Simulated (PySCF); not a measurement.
An unknown shows these calculated signals:

1H NMR (400 MHz, computed): δ 8.04 (s, 2H), 4.55 (br, 2H), 3.29 (sept, 1H), 1.19 (d, 6H).

13C{1H} NMR (computed): δ 173.7 (CH), 136.8 (C), 82.3 (CH), 22.3 (CH3).

Single conformer, in vacuum, rapidly exchanging positions averaged, non-relativistic. NMR shieldings at KT2/pcSseg-1/GIAO; geometry: PBE0-D3(BJ)/def2-SVP; PySCF 2.14.

Referencing at the same level of theory: 1H (σ = 31.18 ppm), 13C (σ = 183.22 ppm) vs TMS.

**Question.** Which of these does the molecule contain: a (CH3)2CH unit, an ester, an NH or NH2 group, a non-aromatic C=C double bond, an S-methyl group, an aldehyde?

**Answer.** 
- A (CH3)2CH unit: yes (δC 22.3, 82.3; δH 1.19 (d), 3.29 (sept)).
- An ester: no.
- An NH or NH2 group: no.
- A non-aromatic C=C double bond: yes.
- An S-methyl group: no.
- An aldehyde: yes (δC 173.7; δH 8.04 (s)).

The data belong to SMILES C1(OC(C)C)=C[O][AlH2-][O+]=C1, C$_{6}$H$_{11}$AlO$_{3}$; they needn't prove each group on their own.

Carbon signals by region: 1 in the far downfield region (above 160 ppm), 1 in the sp2 and nitrile region (100–160 ppm), 1 at 50–100 ppm, 1 below 50 ppm. Above 160 ppm: 173.7, alkene carbon bearing oxygen.

Hydrides on Al or Ga are broadened by the quadrupolar metal nucleus. Shifts are as computed. Against solution values, carbons near 30 ppm lie about +2 ppm off and those near 130 ppm about -5 ppm. Of 1313 compounds with measured shifts, 239 miss one by over three times the rms of a fit or turn the order of signals round; such compounds aren't used in these exercises. No couplings were computed; multiplicities are counted from neighbouring protons, with m where these are inequivalent, close in shift, in a saturated or five-membered ring or joined by F or P, and br s for small geminal =CH2 splittings.
